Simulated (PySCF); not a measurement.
Zr(F)3(OH)(OH2) (F3H3O2Zr), SMILES [OH][Zr](<-[OH2])([F])([F])[F], multiplicity 1. Atoms are numbered in the order given.

```xyz
9

Zr    -0.2015     0.0168     0.0000
F      0.3365    -0.8288     1.6622
F      0.3365    -0.8288    -1.6622
F     -0.1086     1.9355     0.0000
O     -2.0865    -0.3328     0.0000
H     -3.0200    -0.5503     0.0000
O      2.1968     0.0936     0.0000
H      2.5580    -0.3550    -0.7798
H      2.5580    -0.3550     0.7798
```

Geometry: B3LYP-D3(BJ)/def2-SVP. The multiplicity is an assumed one; no other spin state was optimised. The structure was generated by enumeration; whether it is a known compound was not checked. The def2 effective core potentials stand for the cores of Zr; spin–orbit coupling is left out. One conformer was computed; it need not be the lowest.

These are PBE0/def2-TZVP run with PySCF values and carry that method's errors.

total energy: -498.93153 hartree
point group: Cs
highest occupied level: -9.50 eV
lowest empty level: -0.49 eV
orbital gap: 9.01 eV
dipole moment: 2.35 D
quadrupole, principal values (traceless, Buckingham form, about the centre of nuclear charge): -12.08, -10.39, 22.47 D·Å
mean static polarisability: 44.1 bohr³ (6.53 Å³)
polarisability, principal values: 40.1, 41.2, 51.0 bohr³
